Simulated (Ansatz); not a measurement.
diarsenic (As2), singlet, geometry from GFN2-xTB; B3LYP5/cc-pVTZ (Ansatz, an electronic-structure program).

Input for Ansatz:
Ansatz 0.2 input:
```yaml
crystal:
  periodic: [false, false, false]
  atoms:
    - {symbol: As, position_ang: [-0.00000000, -0.00000000, -1.04699221]}
    - {symbol: As, position_ang: [0.00000000, 0.00000000, 1.04699221]}
basis:
  gaussian:
    orbitals: cc-pVTZ
hamiltonian:
  xc: b3lyp5
accuracy: high
```

Output, abridged:

```
Functional definition: B3LYP5
1109 factors; integrals over basis functions are off by at most 4.6e-9 eV
mean field evaluation 1: about -121679.7958 eV, gradient 1.4e1 eV
mean field evaluation 2: about -121679.9774 eV, gradient 9.1e0 eV
mean field evaluation 4: about -121680.2395 eV, gradient 2.2e-1 eV
mean field evaluation 8: about -121680.2675 eV, gradient 3.9e-3 eV
mean field evaluation 16: about -121680.2675 eV, gradient 6.4e-6 eV
mean field -121680.26750685 eV, -4471.6673530292 hartree, gradient 1.1e-8 eV, S^2 0.000000; 0 other end points of the search recorded, 0 dependent functions left out
reference -121680.26753239 eV, -4471.6673539676 hartree; 33, 33 occupied and 53, 53 virtual orbitals, 1109 factors
Total energy: -121680.26753239 eV, -4471.6673539676 hartree
```
